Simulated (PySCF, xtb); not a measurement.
SnClBr, SMILES [Cl][Sn][Br] (connectivity only; charge and spin as stated), neutral, multiplicity 1.

xtb with GFN2-xTB at its own geometry gives an orbital gap of 3.97 eV and a dipole moment of 7.88 D.

Geometry: PBE0-D3(BJ)/def2-TZVP. The def2 effective core potentials stand for the cores of Sn; spin–orbit coupling is left out.

Question: What does M06-2X/def2-TZVPD (PySCF) give? (The exact figures need the calculation; the answer reports its results.)

Answer: gap 6.48 eV (levels -8.86 and -2.38 eV), dipole 3.20 D.
